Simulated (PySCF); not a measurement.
From one molecule to another.

First species: C4H13NSi2.
SMILES: `CN(C)/C([SiH3])=C\[SiH3]`

Second species: C₄H₉ClSSi₂.
SMILES: `C=C[SiH2]S[Si@H](Cl)C=C`

Levels: PBE0/pcSseg-1 for dipole moment, HOMO energy, LUMO energy and HOMO–LUMO gap; GFN2-xTB for rotational constant A and rotational constant C. Geometries: GFN2-xTB. Each structure is a single optimised conformer of the isolated species, non-relativistic unless stated; the electronic structure was computed with PySCF and density fitting.

Dipoles, sizes and rotational constants follow the conformer. The torsions of the flexible species, by atom-mapped SMILES:
- `[CH3:1][N:2]([CH3:3])/[C:4]([SiH3:5])=[CH:6]\[SiH3:7]`: C1–N2–C4–Si5 -19°
- `[CH2:1]=[CH:2][SiH2:3][S:4][Si@H:5]([Cl:6])[CH:7]=[CH2:8]`: C1–C2–Si3–S4 0°, C2–Si3–S4–Si5 -172°, Si3–S4–Si5–Cl6 -52°, S4–Si5–C7–C8 -170°

```
             property   column X   column Y
        dipole moment     0.93 D     1.83 D
          HOMO energy   -7.46 eV   -5.85 eV
          LUMO energy   -1.00 eV   -0.47 eV
        HOMO–LUMO gap    6.46 eV    5.38 eV
rotational constant A  2.021 GHz  2.227 GHz
rotational constant C  0.420 GHz  0.848 GHz
```

Problem. Which column belongs to which species?

Solution. Column X is the second species and column Y the first. The first has 20 atoms and 72 electrons, the second 17 and 94.

Problem. How does each property change from the first species to the second?

Solution. dipole moment -0.90 D; HOMO energy -1.61 eV; LUMO energy -0.53 eV; HOMO–LUMO gap +1.08 eV; rotational constant A -0.206 GHz; rotational constant C -0.428 GHz.

On the first: The dipole equals about 6.1 × 10⁻³⁰ C·m (1 D = 3.33564 × 10⁻³⁰ C·m). A dipole of 1.83 D is allowed in C1, and pure rotational transitions are dipole-allowed.

On the second: A dipole of 0.93 D is allowed in C1, and pure rotational transitions are dipole-allowed. The dipole matches unit charges of opposite sign 0.19 Å apart (1 e·Å = 4.8032 D).
